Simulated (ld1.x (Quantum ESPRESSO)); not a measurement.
**Plane-wave convergence, ultrasoft potential for nitrogen**

N, ultrasoft, made with ld1.x (Quantum ESPRESSO) 7.5 (PBE, scalar-relativistic). Core [He], reference 2s1.75 2p3.25. Waves: 2s (bound): rcut 0.50, rcutus 0.70 bohr; 2s channel at 3.8 Ry: rcut 0.50, rcutus 0.70 bohr; 2p (bound): rcut 1.05, rcutus 1.30 bohr; 2p channel at 2.35 Ry: rcut 1.05, rcutus 1.30 bohr; 3d channel at 0.05 Ry: rcut 1.00, rcutus 1.20 bohr; 3d channel at 0.5 Ry: rcut 1.00, rcutus 1.20 bohr. Local part: all-electron potential smoothed inside 1.25 bohr (lloc = -1). Core correction: a·sin(br)/r model core inside 0.50 bohr. Augmentation charge: built from norm-conserving waves at rcut, not smoothed further.

The pseudo-atom Hamiltonian at the reference potential is diagonalised in spherical Bessel functions j_l(qr) that vanish at 20 bohr, with q² up to the cutoff. All-electron valence levels (Ry): 2s -1.3743, 2p -0.5291.

How do the lowest levels (Ry) of each channel move with the cutoff, and are there ghosts?

```tsv
cutoff (Ry)	s #1	p #1	p #2	d #1	d #2	f #1	f #2	Σ f·Δε (mRy)
8	-1.0492	-0.1615	0.0454	0.0768	0.1799	0.1195	0.2581	1764.7
12	-1.0729	-0.2768	0.0411	0.0768	0.1799	0.1195	0.2581	1348.6
18	-1.1445	-0.4105	0.0379	0.0768	0.1799	0.1195	0.2581	788.6
21	-1.1783	-0.4505	0.0372	0.0768	0.1799	0.1195	0.2581	599.5
30	-1.2574	-0.5149	0.0360	0.0768	0.1799	0.1195	0.2581	251.8
40	-1.3246	-0.5275	0.0358	0.0768	0.1799	0.1195	0.2581	93.2
50	-1.3548	-0.5290	0.0358	0.0768	0.1799	0.1195	0.2581	35.3
60	-1.3666	-0.5291	0.0358	0.0768	0.1799	0.1195	0.2581	14.5
70	-1.3719	-0.5291	0.0358	0.0768	0.1799	0.1195	0.2581	5.1
90	-1.3742	-0.5292	0.0358	0.0768	0.1799	0.1195	0.2581	0.8
110	-1.3742	-0.5292	0.0358	0.0768	0.1799	0.1195	0.2581	0.6
400	-1.3745	-0.5293	0.0358	0.0768	0.1799	0.1195	0.2581	0.0
```

Result: no extra level below or beside the all-electron valence levels (s, p, d, f tested); 10 mRy is reached at 70 Ry and 1 mRy at 90 Ry.

Its largest configuration-test error is +423 meV.
